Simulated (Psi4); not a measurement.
Pair of molecules, SMILES F with SMILES P (the first has 2 atoms); geometry from B3LYP-D3(BJ)/def2-TZVP.
(charge 0, multiplicity 1):
```xyz
6

F     -1.444    -0.229    -0.244
H     -0.946    -0.051     0.533
P      0.264     0.386     2.427
H     -0.053    -0.232     3.658
H      1.650     0.114     2.490
H      0.357     1.695     2.950
```

Calculation: Psi4 with SAPT0/jun-cc-pV(D+d)Z.

Question: Give the four SAPT terms and the total, and say what mostly holds the pair together.

Answer: electrostatics -383.3, exchange 447.3, induction -205.9, dispersion -73.8, total -215.7 meV; the largest attraction is electrostatics.
